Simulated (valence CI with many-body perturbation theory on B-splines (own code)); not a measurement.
# E1 transitions of F II

Computed by configuration interaction combined with many-body perturbation theory (CI+MBPT): six valence electrons over a frozen Dirac-Fock core [He], radial functions for each j: 9 s, 9 p, 8 d, 6 f, 3 g, 1 h, with the one-electron correlation potential Σ1, the two-electron term Σ2, the three-electron term Σ3, Breit, model QED; selected CI, second order for the rest, scaled by the run's own slope (own B-spline code, finite nucleus).

Set against measurement, 23 paired levels are off by 214 cm⁻¹ on average, the worst by 468. These come from a selection out of the NIST Handbook of Basic Atomic Spectroscopic Data. Levels without a partner in it may be off by more. Among the levels kept, up to 2300 cm⁻¹ of a level comes from second order outside the variational space, and about a tenth of that is noise between levels of different J, which matters for small intervals.

Lines 101 to 150 of 224 in falling wavelength, among levels below 29.906 eV, chosen from the strongest by gf and those to the six lowest levels. Wavelengths and rates use the calculated energies, so an error of 200 cm⁻¹ moves a line at 3196 Å by 0.64 % and its rate by three times that or more. Electric multipoles are in the length gauge, E1 and E2 with the static RPA response of the core. Weak lines are less certain than strong ones. Lines between different terms over intervals too small for the method are left out, as are lines whose strength nearly cancels. The highest levels of a list are the least certain.

Names give the largest LS component (configuration and term), which can be under half, so a name can repeat, a term be missing and a line seem to break the LS rules; names also repeat where a configuration has a term twice. Letters in brackets count levels of one name in rising energy.

```tsv
λ vac (Å)	λ from measured levels	Upper	Lower	A (s⁻¹)	S (a.u.)
3492		2s2 2p3 3d 5D°_1	2s2 2p3 3p 5P_2	7.26e+07	4.58e+00
3491		2s2 2p3 3d 5D°_3	2s2 2p3 3p 5P_2	1.94e+08	2.85e+01
3491		2s2 2p3 3d 5D°_1	2s2 2p3 3p 5P_1	2.18e+08	1.37e+01
3490		2s2 2p3 3d 5D°_2	2s2 2p3 3p 5P_2	1.70e+08	1.78e+01
3489		2s2 2p3 3d 5D°_3	2s2 2p3 3p 5P_3	9.74e+07	1.43e+01
3488		2s2 2p3 3d 5D°_2	2s2 2p3 3p 5P_1	1.02e+08	1.07e+01
3487		2s2 2p3 3d 5D°_2	2s2 2p3 3p 5P_3	1.95e+07	2.04e+00
3422		2s2 2p3 4s 3S°_1	2s2 2p3 3p 3P_2 [a]	1.46e+08	8.63e+00
3421		2s2 2p3 4s 3S°_1	2s2 2p3 3p 3P_1 [a]	8.75e+07	5.19e+00
3419		2s2 2p3 4s 3S°_1	2s2 2p3 3p 3P_0 [a]	2.88e+07	1.70e+00
3366		2s2 2p3 3d 3D°_3	2s2 2p3 3p 5P_2	9.61e+03	1.27e-03
3196	3205	2s2 2p3 3p 3P_1 [a]	2s2 2p3 3s 5S°_2	5.65e+03	2.73e-04
3195	3204	2s2 2p3 3p 3P_2 [a]	2s2 2p3 3s 5S°_2	1.47e+04	1.19e-03
3061		2s2 2p3 4s 5S°_2	2s2 2p3 3p 5P_2	9.65e+07	6.83e+00
3060		2s2 2p3 4s 5S°_2	2s2 2p3 3p 5P_1	5.79e+07	4.09e+00
3059		2s2 2p3 4s 5S°_2	2s2 2p3 3p 5P_3	1.36e+08	9.58e+00
2896		2s2 2p3 4s 3S°_1	2s2 2p3 3p 5P_2	1.06e+04	3.81e-04
2697	2654	2s2 2p3 3p 5P_3	2s 2p5 3P°_2	2.15e+03	1.46e-04
2697	2656	2s2 2p3 3p 5P_1	2s 2p5 3P°_2	2.53e+03	7.36e-05
2696	2655	2s2 2p3 3p 5P_2	2s 2p5 3P°_2	1.41e+03	6.82e-05
2378	2357	2s2 2p3 3p 3P_1 [a]	2s 2p5 3P°_0	2.73e+04	5.43e-04
2378	2348	2s2 2p3 3p 3P_0 [a]	2s 2p5 3P°_1	6.11e+04	4.05e-04
2377	2348	2s2 2p3 3p 3P_1 [a]	2s 2p5 3P°_1	1.00e+04	1.99e-04
2376	2348	2s2 2p3 3p 3P_2 [a]	2s 2p5 3P°_1	2.75e+04	9.11e-04
2359	2331	2s2 2p3 3p 3P_1 [a]	2s 2p5 3P°_2	3.30e+04	6.40e-04
2359	2331	2s2 2p3 3p 3P_2 [a]	2s 2p5 3P°_2	5.11e+04	1.65e-03
1886		2s2 2p3 3p 1P_1	2s2 2p3 3s 3S°_1	1.87e+04	1.85e-04
1741		2s2 2p3 3p 3P_2 [b]	2s2 2p3 3s 3S°_1	4.60e+07	5.99e-01
1739		2s2 2p3 3p 3P_0 [b]	2s2 2p3 3s 3S°_1	4.59e+07	1.19e-01
1739		2s2 2p3 3p 3P_1 [b]	2s2 2p3 3s 3S°_1	4.55e+07	3.54e-01
1417		2s2 2p3 3p 1P_1	2s 2p5 3P°_2	1.47e+03	6.20e-06
1414		2s2 2p3 3p 3D_1	2s 2p5 3P°_0	8.47e+05	3.54e-03
1413		2s2 2p3 3p 3D_2	2s 2p5 3P°_1	1.22e+06	8.47e-03
1413		2s2 2p3 3p 3D_1	2s 2p5 3P°_1	5.76e+05	2.41e-03
1407		2s2 2p3 3p 3D_3	2s 2p5 3P°_2	1.65e+06	1.59e-02
1407		2s2 2p3 3p 3D_2	2s 2p5 3P°_2	3.39e+05	2.33e-03
1407		2s2 2p3 3p 3D_1	2s 2p5 3P°_2	3.56e+04	1.47e-04
1381		2s2 2p3 3p 3F_3	2s 2p5 3P°_2	1.72e+04	1.57e-04
1380		2s2 2p3 3p 3F_2	2s 2p5 3P°_2	3.61e+03	2.34e-05
1366		2s2 2p3 3p 1F_3	2s 2p5 3P°_2	1.27e+04	1.12e-04
1339		2s2 2p3 3p 3P_2 [b]	2s 2p5 3P°_1	2.84e+06	1.69e-02
1339		2s2 2p3 3p 3P_1 [b]	2s 2p5 3P°_0	3.60e+06	1.28e-02
1338		2s2 2p3 3p 3P_0 [b]	2s 2p5 3P°_1	1.15e+07	1.37e-02
1338		2s2 2p3 3p 3P_1 [b]	2s 2p5 3P°_1	2.57e+06	9.11e-03
1334		2s2 2p3 3p 3P_2 [b]	2s 2p5 3P°_2	8.37e+06	4.90e-02
1332		2s2 2p3 3p 3P_1 [b]	2s 2p5 3P°_2	5.19e+06	1.82e-02
833.1	832.0	2s 2p5 3P°_1	2s2 2p4 1S_0	2.73e+04	2.34e-05
728.6	724.9	2s2 2p3 3s 3S°_1	2s2 2p4 1S_0	2.87e+01	1.64e-08
694.8	694.8	2s 2p5 3P°_2	2s2 2p4 1D_2	1.33e+05	1.10e-04
693.2	693.3	2s 2p5 3P°_1	2s2 2p4 1D_2	1.87e+04	9.22e-06
```
